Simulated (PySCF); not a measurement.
A structure optimised at PBE-D3(BJ)/def2-SVP, used in a PySCF frequency run:

```
O
Si 1 1.6532
Si 1 1.6955 2 138.46
H 2 1.4930 1 108.39 3 178.03
H 2 1.4959 4 112.82 1 125.67
H 3 1.5030 1 108.42 2 -83.13
H 3 1.5033 6 110.08 1 116.79
C 3 1.9032 6 110.03 7 125.83
H 8 1.1138 3 110.24 6 -56.04
H 8 1.1147 9 106.01 3 119.86
O 8 1.4320 9 108.94 10 121.44
H 11 0.9787 8 106.93 9 -142.60
Cl 2 2.1104 4 105.78 5 116.29
```
Charge 0, spin multiplicity 1.

Problem. Write its SMILES and formula.

Solution. OC[SiH2]O[SiH2]Cl, CH₇ClO₂Si₂

Problem. What are its rotational constants (standard atomic weights)?

Solution. 2.5269, 1.3159, 0.98439 GHz
